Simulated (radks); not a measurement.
Values are calculated unless marked as measured or tabulated.
Kinetic energies: the exact non-interacting value of the Kohn-Sham orbitals and orbital-free approximations, as 100 (|E| - |E exact|)/|E exact|, negative where the magnitude is too small. Species: Rb [Kr] 5s1; Ca2+ [Ar]. Code: a radial shooting solver on a logarithmic mesh with Libxc functionals. Model: non-relativistic Kohn-Sham, PBE, spin-polarised, spherical densities, point nucleus. Every spin shell is full or empty, so the densities are truly spherical. Functionals are evaluated on that one density, not self-consistently.

exact (hartree): Rb 2938.12; Ca2+ 676.033
Thomas-Fermi: Rb -5.81; Ca2+ -6.93
von Weizsacker: Rb -54.08; Ca2+ -43.26
TF + vW: Rb +40.11; Ca2+ +49.81
TF + vW/9: Rb -0.71; Ca2+ -0.63
TF + vW/5: Rb +3.37; Ca2+ +4.41
LC94: Rb +0.05; Ca2+ +0.10
APBEK: Rb +0.13; Ca2+ +0.21
revAPBEK: Rb +0.34; Ca2+ +0.53
Thakkar: Rb -0.48; Ca2+ -0.19
Pearson: Rb -1.04; Ca2+ -1.40
PG1: Rb +17.02; Ca2+ +22.52
DePristo-Kress: Rb -0.07; Ca2+ +0.04
Ernzerhof: Rb -0.37; Ca2+ -0.09
